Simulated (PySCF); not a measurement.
## Cu(2+): ionisation energy

Cu(2+) [Ar] 3d9 (2D) → Cu(3+) [Ar] 3d8 (3F), as a difference of total energies. Computed with PySCF 2.14 in cc-pVTZ-DK, with scalar relativity by spin-free X2C-1e. Correlated levels: valence: [Ar] frozen. The calculations carry no spin-orbit coupling.

```tsv
method	ionisation energy (eV)
UHF	34.015
BP86	37.443
r2SCAN	36.500
MP2 (valence)	36.707
SCS-MP2 (valence)	36.470
```

Question: How much does correlation contribute at MP2 (valence)?

Answer: 36.707 − (34.015) = 2.692 eV, measured against UHF.

The reference lies between the lowest fine-structure levels, while these numbers refer to the centres of the terms.

Errors of the correlated levels include the incompleteness of this basis and the frozen core.

For comparison: 36.841 ± 0.012 eV (measured; NIST Atomic Spectra Database, ionization energies).
